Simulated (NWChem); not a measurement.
The numbers come from NWChem runs, not from measurements. System: HCl₃Ge, charge 0, spin multiplicity 1, at a geometry optimised with PBE0/def2-SVP. The structure started from a generated list of species. Level: MP2/def2-TZVP, 24 core orbitals frozen.

Output (cleaned and shortened):

```
             Northwest Computational Chemistry Package (NWChem) 7.3.0
             --------------------------------------------------------

                                NWChem Input Module
                                -------------------

 Scaling coordinates for geometry "geometry" by  1.889725989
 (inverse scale =  0.529177249)

 Turning off AUTOSYM since
 SYMMETRY directive was detected!

                             Geometry "geometry" -> ""
                             -------------------------

 Output coordinates in angstroms (scale by  1.889725989 to convert to a.u.)

  No.       Tag          Charge          X              Y              Z
 ---- ---------------- ---------- -------------- -------------- --------------
    1 Ge                  32.0000     0.03038700     0.43487600     0.00000000
    2 Cl                  17.0000    -1.02026500    -0.24148200     1.73369100
    3 Cl                  17.0000    -1.02026500    -0.24148200    -1.73369100
    4 Cl                  17.0000     1.97528500    -0.45077800     0.00000000
    5 H                    1.0000     0.13678600     1.95760200     0.00000000

 Effective nuclear repulsion energy (a.u.)     556.4335923504

            Nuclear Dipole moment (a.u.)
            ----------------------------
        X                 Y               Z
 ---------------- ---------------- ----------------
     0.0000094486     0.0000377945     0.0000000000

      Symmetry information
      --------------------

 Group name             Cs
 Group number              2
 Group order               2
 No. of unique centers     4

      Symmetry unique atoms

     1    2    4    5


 Summary of "ao basis" -> "" (spherical)
 ------------------------------------------------------------------------------
       Tag                 Description            Shells   Functions and Types
 ---------------- ------------------------------  ------  ---------------------
 *                         def2-tzvp                  on all atoms

 Summary of "ao basis" -> "ao basis" (spherical)
 ------------------------------------------------------------------------------
       Tag                 Description            Shells   Functions and Types
 ---------------- ------------------------------  ------  ---------------------
 Ge                        def2-tzvp                16       48   6s5p4d1f
 Cl                        def2-tzvp                13       37   5s5p2d1f
 H                         def2-tzvp                 4        6   3s1p
[...]
    1 Ge  32    31.04   2.00  2.00  1.16  0.80  0.79  0.29  5.98  4.42  1.57  1.23  0.31  8.94  1.08  0.17  0.20  0.07
    2 Cl  17    17.34   2.01  0.45  1.52  1.09  0.88  4.18  1.69  1.06  2.90  1.53  0.01  0.03  0.00
    3 Cl  17    17.34   2.01  0.45  1.52  1.09  0.88  4.18  1.69  1.06  2.90  1.53  0.01  0.03  0.00
    4 Cl  17    17.34   2.01  0.45  1.52  1.09  0.88  4.18  1.69  1.06  2.90  1.53  0.01  0.03  0.00
    5 H    1     0.94   0.23  0.56  0.14  0.01

       Multipole analysis of the density wrt the origin
       ------------------------------------------------

     L   x y z        total         open         nuclear
     -   - - -        -----         ----         -------
     0   0 0 0     -0.000000      0.000000     84.000000

     1   1 0 0      0.044780      0.000000      0.000009
     1   0 1 0      0.640834      0.000000      0.000038
     1   0 0 1      0.000000      0.000000      0.000000

     2   2 0 0    -43.332605      0.000000    363.427233
     2   1 1 0      0.214489      0.000000    -21.675092
     2   1 0 1      0.000000      0.000000      0.000000
     2   0 2 0    -40.277783      0.000000     54.712378
     2   0 1 1     -0.000000      0.000000      0.000000
     2   0 0 2    -43.347584      0.000000    364.938748

                   NWChem MP2 Semi-direct Energy/Gradient Module
                   ---------------------------------------------

  Basis functions       =    165
  Molecular orbitals    =    165
  Frozen core           =     24
  Frozen virtuals       =      0
  Active alpha occupied =     18
  Active beta occupied  =     18
  Active alpha virtual  =    123
  Active beta virtual   =    123
  Use MO symmetry       = T
  Use skeleton AO sym   = T

  AO/Fock/Back tols     =   1.0D-09  1.0D-09  1.0D-09

 GA uses MA = F    GA memory limited = T

 Available:
  local mem=  1.26D+08
 global mem=  1.44D+08
 local disk=  0.00D+00
  mp2_memr nvloc                   123
  nvloc new                   123
   1 passes of  18:        5242880                     166194                  95526648.
   1 passes of  18: M    126142299           G      144124750           F     120899419.

 Semi-direct pass number   1 of   1  for RHF alpha+beta  at        9.9s
  vrange nnbf                 12684
  mp2_eaftype                   364  avail_ma_in_mb                  1099
 EAF : mp2_eaftype filesize         364   47763324.
  mp2_eaf for mointskh                    364
Node 0 wrote    224.7 Mb in      0.3 s     Agg I/O rate:   689.8 Mb/s
 Done moints_semi at       27.3s
  mp2_eaftype                   364  avail_ma_in_mb                   735
 EAF : mp2_eaftype filesize         364   47763324.
  mp2_eaf for kh                   364
 Done maket at       27.9s
 Done multipass loop at       27.9s

          -------------------------------------------
          SCF energy               -3454.626214097742
          Correlation energy          -0.796273391594
          Singlet pairs               -0.471027414052
          Triplet pairs               -0.325245977542
          Total MP2 energy         -3455.422487489336
          -------------------------------------------

          ---------------------------------------------------
                    Spin Component Scaled (SCS) MP2
          Same spin pairs                     -0.216830651694
          Same spin scaling factor             0.333333333333
          Opposite spin pairs                 -0.579442739899
          Opposite spin scaling fact.          1.200000000000
          SCS-MP2 correlation energy          -0.767608171777
          Total SCS-MP2 energy             -3455.393822269520
          ---------------------------------------------------

 -----------------------
 Performance information
 -----------------------

 Timer overhead =  9.71D-08 seconds/call

               Nr. of calls         CPU time (s)                 Wall time (s)                GFlops
             ---------------    -------------------     ------------------------------   -------------------
Name         Min   Avg   Max    Min     Avg     Max     Min     Avg     Max   Mx/calls   Min     Max     Sum
mp2: moin     1     1     1    17.     17.     17.      17.     17.     17.     17.      0.0     0.0     0.0
mp2: make     1     1     1   0.59    0.59    0.59     0.59    0.59    0.59    0.59      0.0     0.0     0.0
mp2: tota     1     1     1    18.     18.     18.      18.     18.     18.     18.      0.0     0.0     0.0

 The average no. of pstat calls per process was 3.00D+00
 with a timing overhead of 2.91D-07s

 Task  times  cpu:       27.9s     wall:       27.9s

 Total times  cpu:       27.9s     wall:       27.9s
```

Write an NWChem input that would produce this output.

Several could match; the one computed here: 
```
start mol
memory heap 200 mb stack 900 mb global 1100 mb
geometry units angstroms nocenter noautoz
  Ge     0.030387     0.434876     0.000000
  Cl    -1.020265    -0.241482     1.733691
  Cl    -1.020265    -0.241482    -1.733691
  Cl     1.975285    -0.450778     0.000000
  H      0.136786     1.957602     0.000000
  symmetry group Cs
end
basis spherical
  * library def2-tzvp
end
scf
  rhf
  nopen 0
  maxiter 100
  thresh 1e-7
  semidirect memsize 60000000 filesize 0
end
mp2
  freeze core 24
end
task mp2 energy
```
